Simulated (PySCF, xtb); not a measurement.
Si(Me)2(OH)(SH) (C2H8OSSi), SMILES S[Si](O)(C)C. One conformer was computed; it need not be the lowest.

Harmonic wavenumbers (cm⁻¹) from xtb with GFN2-xTB at its own minimum, in rising order: 82, 99, 110, 142, 156, 192, 218, 228, 256, 470, 681, 703, 752, 785, 796, 815, 827, 862, 905, 1379, 1381, 1476, 1481, 1482, 1485, 2495, 3032, 3035, 3036, 3039, 3056, 3059, 3667.

Question: What does B3LYP-D3(BJ)/def2-SVP run with PySCF give at its own minimum? (The exact figures need the calculation; the answer reports its results.)

Answer: 139, 150, 157, 174, 213, 230, 237, 271, 321, 467, 654, 677, 699, 752, 788, 803, 841, 876, 920, 1273, 1277, 1427, 1427, 1435, 1439, 2669, 3029, 3033, 3121, 3123, 3124, 3134, 3866. Paired by order, the mean absolute difference is 52 cm⁻¹ and the zero-point energies are 60.3 and 61.1 kcal/mol.
